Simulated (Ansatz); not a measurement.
A nudged elastic band was laid between two geometries of C2H10OSiSn (15 atoms, charge 0, multiplicity 1).

Level of theory: Ansatz 0.2.0, RKS PBE0/def2-SVP.

```
movable images  : 5
climbing image  : yes
spring          : 20.0 eV/Å²
optimiser       : quadratic models (default)
start path      : through a guess of the saddle point
force threshold : 0.05 eV/Å
iteration limit : 58
end points      : relaxed
```

Image 0:

```xyz
15
Properties=species:S:1:pos:R:3
C -2.087 -1.223 0.296
Si -0.387 -1.354 -0.492
C 0.898 -0.454 0.586
O 0.509 0.888 0.779
Sn 1.319 2.390 -0.256
H -2.298 -0.168 0.526
H -2.877 -1.604 -0.369
H -2.126 -1.792 1.239
H -0.400 -0.702 -1.843
H 0.012 -2.789 -0.679
H 0.959 -0.953 1.573
H 1.913 -0.565 0.147
H 0.590 2.463 -1.807
H 0.955 3.760 0.694
H 2.997 2.050 -0.365
```

Image 6:

```xyz
15
Properties=species:S:1:pos:R:3
C -2.054 -1.289 -0.467
Si -0.429 -1.673 0.388
C 0.855 -0.335 -0.031
O 0.286 0.903 0.323
Sn 1.337 2.596 0.156
H -1.950 -1.360 -1.561
H -2.855 -1.975 -0.152
H -2.351 -0.260 -0.216
H 0.104 -3.010 -0.042
H -0.618 -1.710 1.872
H 1.799 -0.552 0.513
H 1.109 -0.395 -1.112
H 0.238 3.796 0.667
H 2.705 2.452 1.180
H 1.801 2.762 -1.488
```

Question: What changes between the two ends?

Answer: No bond is made or broken. The dihedral H9–Si2–C3–H12 goes from -62 to 55°.

Question: What energy profile does the band end with?

Answer: The run converged. The highest image is number 2 of 0 to 6, 0.114 eV above the first end and 0.169 eV above the last; the last end lies 0.055 eV below the first. Another band between the same ends (5 images) ends at a top of the same energy, where a vibrational analysis finds 1 clearly imaginary mode.

```csv
image,path coordinate (Å),energy (eV),dihedral H9–Si2–C3–H12 (°)
0,0.00,0.000,-62
1,1.77,0.050,-40
2,3.54,0.114,-2
3,5.09,0.058,32
4,6.63,0.019,53
5,8.18,-0.024,51
6,9.73,-0.055,55
```

Question: What is the geometry of the highest image?

Answer: 
```xyz
15
Properties=species:S:1:pos:R:3:forces:R:3
C -1.931 -0.732 -0.090 0.00 0.02 0.01
Si -0.317 -1.670 -0.296 0.00 0.00 0.00
C 1.141 -0.624 0.400 0.00 0.00 0.00
O 0.699 0.585 0.977 0.00 0.00 -0.01
Sn 0.971 2.345 0.083 0.00 0.00 0.01
H -1.941 0.176 -0.712 0.00 0.00 0.00
H -2.794 -1.352 -0.376 0.00 -0.01 0.00
H -2.049 -0.422 0.960 0.00 0.00 0.00
H -0.084 -1.990 -1.744 0.00 0.00 0.00
H -0.387 -2.982 0.427 0.00 0.00 0.00
H 1.655 -1.220 1.179 0.00 0.00 0.00
H 1.903 -0.480 -0.395 0.00 0.00 0.00
H -0.199 2.511 -1.163 0.00 0.00 0.00
H 0.749 3.474 1.342 -0.01 0.00 0.00
H 2.560 2.329 -0.563 0.01 0.00 0.00
```

Time of the run: 4.4 min on 2 threads of Intel(R) Xeon(R) Platinum 8488C (Sapphire Rapids), on a shared host, peak memory 0.42 GiB.
